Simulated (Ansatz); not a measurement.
A set of 12 reactions (hydrolysis), with CCSD(T)/CBS values in kJ/mol:

```csv
reaction,ΔE
`C[O][Sn]([Cl])([Cl])[SeH]` + H₂O → `C[O][Sn]([OH])([Cl])[Cl]` + H₂Se,66.5
`C[O][Sn]([F])([F])[c]1ccccc1` + H₂O → `C[O][Sn]([OH])([F])[F]` + `c1ccccc1`,-9.6
`C=[CH][AlH][NH2]` + H₂O → `[NH2][AlH][OH]` + `C=C`,-130.8
`C[CH2][AlH][CH2]N` + H₂O → `C[CH2][AlH][OH]` + CH₃NH₂,-159.2
`N[SiH](Cl)Br` + H₂O → `O[SiH](Cl)Br` + NH₃,-41.2
`[F][Zr]([SH])([Cl])[Cl]` + H₂O → `[OH][Zr]([F])([SH])[Cl]` + HCl,22.7
`FC(F)(Cl)Br` + H₂O → `OC(F)(F)Cl` + HBr,-40.9
`F[SiH](S)[GeH3]` + H₂O → `O[SiH](S)[GeH3]` + H–F,44.9
`C[CH2][Al]([NH2])[F]` + H₂O → `[NH2][Al]([OH])[F]` + `CC`,-138.6
`C[NH][Al]([CH3])[SiH3]` + H₂O → `[CH3][Al]([OH])[SiH3]` + CH₃NH₂,-40.9
`O[SiH2][SiH2]CF` + H₂O → `O[SiH2][SiH2]O` + `CF`,-100.8
`NC1N[SiH2]1` + H₂O → `OC1N[SiH2]1` + NH₃,20.0
```

Program: Ansatz. Geometries: PBE0-D4/def2-TZVP. ΔE: electronic, gas phase. CCSD(T)/CBS is the MP2 limit (def2-TZVPP, def2-QZVPP) plus CCSD(T) − MP2 in def2-TZVPP, frozen cores. This one scheme is used for every species. Functionals use def2-TZVPP. B3LYP here is the variant with VWN-RPA as its local correlation; programs differ in this. Elements past krypton have def2 core potentials. For Br, Ge, Se, Sn, Zr outer-core shells are correlated without core-valence functions, which leaves a few kJ/mol of doubt a bond. Scalar relativity is left out up to krypton. One conformer a species, not always the lowest.

Problem. Give the mean, mean absolute and largest difference (level minus CCSD(T)/CBS, kJ/mol) for: r2SCAN-D4, B3LYP-D4, ωB97X-V, B2PLYP, r2SCAN, B3LYP, HF/def2-TZVPP, SCS-MP2/def2-TZVPP, CCSD/def2-TZVPP, CCSD(T)/def2-TZVPP, MP2/def2-QZVPP, SCS-MP2/def2-QZVPP, HF/CBS(def2), CCSD/CBS(def2). (Estimate.)

Solution. Computed: 
| level | mean | mean absolute | largest |
| --- | --- | --- | --- |
| r2SCAN-D4 | -4.0 | 4.3 | -8.7 |
| B3LYP-D4 | -2.8 | 3.1 | -5.8 |
| ωB97X-V | -4.9 | 5.3 | -12.2 |
| B2PLYP | -6.5 | 7.0 | -10.2 |
| r2SCAN | -4.9 | 5.3 | -11.5 |
| B3LYP | -7.6 | 8.5 | -15.0 |
| HF/def2-TZVPP | -15.0 | 16.2 | -34.6 |
| SCS-MP2/def2-TZVPP | -4.8 | 4.8 | -8.7 |
| CCSD/def2-TZVPP | -4.8 | 4.9 | -13.2 |
| CCSD(T)/def2-TZVPP | -3.0 | 3.2 | -9.0 |
| MP2/def2-QZVPP | 0.2 | 3.0 | 5.3 |
| SCS-MP2/def2-QZVPP | -3.3 | 3.5 | -7.5 |
| HF/CBS(def2) | -15.1 | 16.6 | -33.2 |
| CCSD/CBS(def2) | -1.9 | 2.1 | -4.2 |

The largest T1 diagnostic in the set is 0.017, for `[OH][Zr]([F])([SH])[Cl]` (customary mark 0.02).

CCSD(T)/CBS is a level of theory with its own doubt, and the functionals carry their triple-zeta basis error, so these figures describe this set and don't rank the functionals.
